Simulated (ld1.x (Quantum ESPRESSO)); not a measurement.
# What one change does to a pseudopotential (Mn, ultrasoft)

ld1.x (Quantum ESPRESSO) 7.5 input, shortened:

```
&input
   title='Mn', zed=25., rel=1, dft='PW91', iswitch=3,
   config='[Ar] 3d5 4s1.75 4p0.25'
 /
 &inputp
   pseudotype=3, tm=.true., lloc=-1, rcloc=1.65,
   nlcc=.true., new_core_ps=.true., rcore=0.70,
   which_augfun='PSQ', rmatch_augfun_nc=.true.
 /
6
3S  1  0   2.00   0.00  1.20  1.50  0.0
4S  2  0   1.75   0.00  1.20  1.50  0.0
3P  2  1   6.00   0.00  1.65  1.95  0.0
4P  3  1   0.25   0.00  1.65  1.95  0.0
3D  3  2   5.00   0.00  1.35  1.75  0.0
3D  3  2   0.00   2.25  1.35  1.75  0.0
 &test
   configts(1)='3s2 3p6 3d5 4s1.75 4p0.25'
 /
```

Change: local potential all-electron potential smoothed inside 1.35 bohr (lloc = -1).

Cutoffs: the cutoffs (Ry, on a coarse ladder) from which the occupation-weighted sum of valence levels, in a spherical-Bessel basis at the reference potential, stays within 10 and 1 mRy of its value at 400 Ry; they do not see the model core or the augmentation charge, which bear on the density cutoff. Errors are all-electron minus pseudo energies relative to the spin-unpolarised reference configuration.

Task: How do hardness, ghosts and transferability respond?

Result: The potential gets neither clearly harder nor softer (40 Ry and 60 Ry → 40 Ry and 60 Ry); of the 7 tests that both files solve, the error grows in 1 and shrinks in 3 by more than 15 % and 0.3 meV (median size 3.2 → 1.6 meV); the range in which the s phases agree widens (upper end 3.6 → at the end of the scan); the range in which the p phases agree widens (upper end 1.4 → 4.4); neither file shows a bound ghost.

| quantity | base | changed |
| --- | --- | --- |
| cutoff, loose | 40 Ry | 40 Ry |
| cutoff, tight | 60 Ry | 60 Ry |
| bound ghosts | none | none |
| error for 3s2 3p6 3d5 4s2 4p0, meV [ΔE -0.94 eV] | 0.0 | 0.0 |
| error for 3s2 3p6 3d5 4s1 4p0, meV [ΔE 7.53 eV] | -0.3 | -0.4 |
| error for 3s2 3p6 3d5 4s0 4p0, meV [ΔE 23.17 eV] | -3.1 | -1.3 |
| error for 3s2 3p6 3d5 4s0 4p2, meV [ΔE 7.03 eV] | -3.2 | -2.0 |
| error for 3s1 3p6 3d5 4s2 4p0, meV [ΔE 92.57 eV] | -41 | -51 |
| error for 3s2 3p6 3d5 4s0 4p1, meV [ΔE 12.29 eV] | -4.2 | -1.6 |
| error for 3s2 3p6 3d4 4s0 4p0, meV [ΔE 55.79 eV] | +30 | +34 |
| s: phases at 2.14 bohr within 0.05 rad from the reference energy up to (Ry; the scan ends near 5) | 3.6 | to the end of the scan |
| p: phases at 2.14 bohr within 0.05 rad from the reference energy up to (Ry; the scan ends near 5) | 1.4 | 4.4 |
| d: phases at 2.14 bohr within 0.05 rad from the reference energy up to (Ry; the scan ends near 5) | to the end of the scan | to the end of the scan |
| lowest overlap eigenvalue by channel | s 0.03, p 0.81, d 0.18 | s 0.02, p 0.75, d 0.18 |
